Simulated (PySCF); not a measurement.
PySCF input:

```python
from pyscf import gto, scf, dft

mol = gto.M(
    atom='''
    C     1.81036109   -0.42289796   -0.22712303
    Ge   -0.17051939   -0.23190718   -0.17786632
    O    -0.45142817    1.44191540   -0.75821535
    O    -0.76096244   -0.13496135    1.53225708
    H     2.15838761   -0.26340037   -1.24579159
    H     2.20997899    0.34643785    0.43408985
    H     2.10347758   -1.41201778    0.11844278
    H    -1.24938538    1.82627143   -0.37706842
    H    -0.92888016   -0.99450606    1.93245380
    ''',
    basis='def2-tzvpd',
    charge=0,
    spin=1,
    verbose=4,
)

mf = dft.UKS(mol, xc='tpssh').density_fit(auxbasis='def2-universal-jkfit')
mf.grids.level = 3
mf.conv_tol = 1e-9
mf.max_cycle = 100
mf.max_memory = 1500
mf.kernel()
if not mf.converged:
    mf = mf.newton()
    mf.kernel(mf.make_rdm1())
for _ in range(2):
    mo, _, stable, _ = mf.stability(return_status=True)
    if stable:
        break
    mf.kernel(mf.make_rdm1(mo, mf.mo_occ))
mf.analyze()
```

Task: Which total energy does the run end on?

Result: -2268.64403 Eh (TPSSh/def2-TZVPD).

It need not be the lowest isomer of its formula.
